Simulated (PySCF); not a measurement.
Cartesian coordinates in Å; atom numbers follow the order of the lines, from 1:
```xyz
15

Si    2.733    0.131   -0.119
O     1.328   -0.692   -0.211
C     0.040   -0.349   -0.073
C    -0.937   -1.334   -0.219
C    -2.263   -0.970   -0.077
N    -2.662    0.262    0.191
C    -1.734    1.192    0.328
C    -0.376    0.949    0.208
H     2.894    0.721    1.211
H     3.648   -0.964   -0.386
H     2.771    1.192   -1.128
H    -0.647   -2.350   -0.438
H    -3.052   -1.703   -0.184
H    -2.098    2.187    0.548
H     0.351    1.737    0.327
```

Calculated, not measured (PySCF 2.14.0 with density-fitted response routines): GFN2-xTB structure, PBE0/pcSseg-1 with gauge-including orbitals. Fast rotation and ring inversion assumed for equivalent nuclei, one conformer, isolated molecule, relativity neglected.

References, each an isolated molecule treated in the same way: TMS for $^{13}$C (186.93 ppm), $^{1}$H (31.72 ppm), $^{29}$Si (349.16 ppm); $^{17}$O (336.08 ppm) against H2O; $^{15}$N (267.73 ppm) against NH3.

```json
{"atoms": "H9/H10/H11", "nucleus": "$^{1}$H", "count": "3", "Hirshfeld charge": "-0.07", "δ (ppm)": "5.15"}
{"atoms": "C3", "nucleus": "$^{13}$C", "count": "1", "Hirshfeld charge": "0.09", "δ (ppm)": "?"}
{"atoms": "Si1", "nucleus": "$^{29}$Si", "count": "1", "Hirshfeld charge": "0.40", "δ (ppm)": "?"}
{"atoms": "C5/C7", "nucleus": "$^{13}$C", "count": "2", "Hirshfeld charge": "0.02", "δ (ppm)": "157.0"}
{"atoms": "C4/C8", "nucleus": "$^{13}$C", "count": "2", "Hirshfeld charge": "-0.08", "δ (ppm)": "117.3"}
{"atoms": "H13/H14", "nucleus": "$^{1}$H", "count": "2", "Hirshfeld charge": "0.05", "δ (ppm)": "?"}
{"atoms": "H12/H15", "nucleus": "$^{1}$H", "count": "2", "Hirshfeld charge": "0.05", "δ (ppm)": "6.85"}
{"atoms": "N6", "nucleus": "$^{15}$N", "count": "1", "Hirshfeld charge": "-0.18", "δ (ppm)": "340.5"}
{"atoms": "O2", "nucleus": "$^{17}$O", "count": "1", "Hirshfeld charge": "-0.19", "δ (ppm)": "101.3"}
```

Problem. Estimate the values marked ?.

Solution. 
- C3: 168.7 ppm, aromatic carbon bearing oxygen; σ withdrawal by the attached heteroatom moves it downfield of the ring CH carbons
- H13/H14: 8.84 ppm, hydrogen on an aromatic CH next to a ring nitrogen; ring current plus the neighbouring ring nitrogen
- Si1: -41.7 ppm, silicon bonded to O, 3 H

Shifts are as computed. Against solution values, carbons near 30 ppm lie about +3 ppm off and those near 130 ppm about +5 ppm. Of 1211 compounds with measured shifts, 218 miss one by over three times the rms of a fit or turn the order of signals round; such compounds aren't used in these exercises. Experimental scales use liquid or dissolved standards, which lie at an offset from isolated NH3 (liquid NH3: subtract about 20 ppm) and H2O (liquid H2O: subtract about 36 ppm). Unscaled 15N shifts of sp2 nitrogen come out 20 to 40 ppm too high even then.
